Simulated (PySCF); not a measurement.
# Radial density of Xe²⁺ (xenon, charge +2)

M06-L, [Kr] 4d10 5s2 5p4, high-spin 3P determinant. Computed with PySCF 2.14 in def2-TZVP with the def2 core potential (28 electrons) (6s5p3d2f, 50 functions), with scalar relativity through the core potential. This is the valence pseudo-density: the core potential removes the inner electrons and smooths the orbitals near the nucleus.

```tsv
r (bohr)	4πr²ρ (e/bohr)	4πr²(ρα − ρβ)
0.00119	1.591e-05	0.0000
0.00200	4.461e-05	0.0000
0.00336	0.0001230	0.0000
0.00565	0.0003248	0.0000
0.00951	0.0007742	0.0000
0.0160	0.001554	0.0000
0.0269	0.002645	0.0000
0.0452	0.003546	0.0000
0.0761	0.006128	0.0001
0.128	0.03374	0.0004
0.215	0.3821	0.0044
0.362	5.322	0.0741
0.609	27.44	0.2765
1.02	15.09	0.0617
1.72	4.914	1.3131
2.90	1.175	0.4500
4.88	0.01749	0.0047
8.20	1.048e-05	0.0000
```

Energies and moments cover only the electrons outside the core potential.
